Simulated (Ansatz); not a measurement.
Consider the formal exchange of groups at the Si–Si bond: `OC[SiH](O)[SiH3]` + `CO[SiH](N)O` → `CO[Si](N)(O)[SiH3]` + `OC[SiH2]O`.

Computed with Ansatz on PBE0-D4/def2-TZVP structures; ΔE is electronic, products minus reactants. CCSD(T)/CBS is the MP2 limit (def2-TZVPP, def2-QZVPP) plus CCSD(T) − MP2 in def2-TZVPP, frozen cores. Functionals use def2-TZVPP. One conformer a species, not always the lowest.

```csv
level,ΔE (kJ/mol)
r2SCAN-D4,2.1
MP2/def2-QZVPP,1.3
HF/CBS(def2),4.6
MP2/CBS(def2),1.2
```

(1) What does CCSD(T)/CBS give? (Best estimate.)

Largest T1 diagnostic among the species: 0.012.

Results:

(1) The calculation gave: +1.7 kJ/mol. The listed levels differ from it by 0.4, -0.4, 2.9, -0.5 kJ/mol.

The D4 term adds −3.5 kJ/mol with B3LYP and −2.1 kJ/mol with PBE0; it sums over pairs of atoms, weighted by their polarisabilities, and B3LYP, whose exchange is more repulsive, gets the larger term.

B3LYP here is the variant with VWN-RPA as its local correlation; programs differ in this.
